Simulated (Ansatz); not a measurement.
Geometry optimisation, RKS PBE/STO-3G in Ansatz.

Input:

```yaml
crystal:
  periodic: [false, false, false]
  atoms:
    - { symbol: B, position_ang: [0.951, 1.8951, -2.0015] }
    - { symbol: Si, position_ang: [1.5756, 1.0172, -0.4472] }
    - { symbol: Si, position_ang: [2.95625, 2.39881, 0.64569] }
    - { symbol: B, position_ang: [3.49707, 1.45808, 2.30358] }
    - { symbol: Al, position_ang: [4.77481, 2.90682, -0.70289] }
    - { symbol: C, position_ang: [5.91793, 1.40286, -1.40195] }
    - { symbol: H, position_ang: [0.1667, 1.3985, -2.729] }
    - { symbol: H, position_ang: [1.2849, 3.0633, -2.249] }
    - { symbol: H, position_ang: [2.31269, -0.25844, -0.79506] }
    - { symbol: H, position_ang: [0.42523, 0.6626, 0.4047] }
    - { symbol: H, position_ang: [2.24338, 3.59867, 1.03298] }
    - { symbol: H, position_ang: [4.70567, 1.2632, 2.43951] }
    - { symbol: H, position_ang: [2.80391, 1.1344, 3.03177] }
    - { symbol: H, position_ang: [5.12616, 4.39114, -1.11752] }
    - { symbol: H, position_ang: [6.97387, 1.55993, -1.02627] }
    - { symbol: H, position_ang: [5.89481, 1.37532, -2.51444] }
    - { symbol: H, position_ang: [5.51577, 0.42421, -1.02634] }
basis:
  gaussian: { orbitals: STO-3G }
hamiltonian:
  xc: pbe
relax:
  f_tol: 0.015
  max_steps: 40
```

Launched with:

```bash
$ ansatz run input.yaml --threads 1 --pin off --max-ram 2048MiB --backend cpu --events-out ev --progress --plain --runs-dir out
```

**Question.** Where does it end, and by what steps?

**Answer.** The forces met the threshold. The force dipped under the threshold on the way, but the program's further checks kept it going. Limits of this set-up: minimal basis. After 37 steps the energy has fallen by 1.090 eV; H8 moved furthest, 1.49 Å.

```csv
step,energy less start (eV),largest force component (eV/Å),accepted
0,0.0000,4.549,yes
2,-0.7411,0.628,yes
4,-0.8254,0.236,yes
6,-0.8957,0.305,yes
8,-0.9606,0.108,yes
10,-1.0180,0.244,yes
12,-1.0318,0.226,yes
14,-1.0436,0.451,no
16,-1.0652,0.171,yes
18,-1.0841,0.136,yes
20,-1.0874,0.059,no
22,-1.0888,0.040,yes
24,-1.0891,0.019,yes
26,-1.0894,0.025,yes
28,-1.0896,0.046,yes
30,-1.0899,0.032,yes
32,-1.0901,0.027,yes
34,-1.0902,0.017,yes
36,-1.0903,0.018,yes
37,-1.0903,0.013,yes
```

```xyz
17
Properties=species:S:1:pos:R:3
B 1.075 1.793 -2.085
Si 1.563 0.820 -0.483
Si 2.831 2.313 0.678
B 3.568 1.513 2.261
Al 4.686 2.922 -0.563
C 5.787 1.594 -1.406
H 0.077 2.420 -2.164
H 1.831 1.889 -2.988
H 2.391 -0.348 -0.760
H 0.430 0.392 0.327
H 2.023 3.490 0.983
H 4.019 0.423 2.244
H 3.688 2.120 3.267
H 5.042 4.389 -0.695
H 6.797 1.580 -0.957
H 5.931 1.813 -2.479
H 5.387 0.569 -1.332
```

Whether the end is a true minimum wasn't checked by a vibrational analysis.

Time of the run: 3 min on 1 thread of Arm Neoverse V1, on a shared host, peak memory 0.16 GiB.
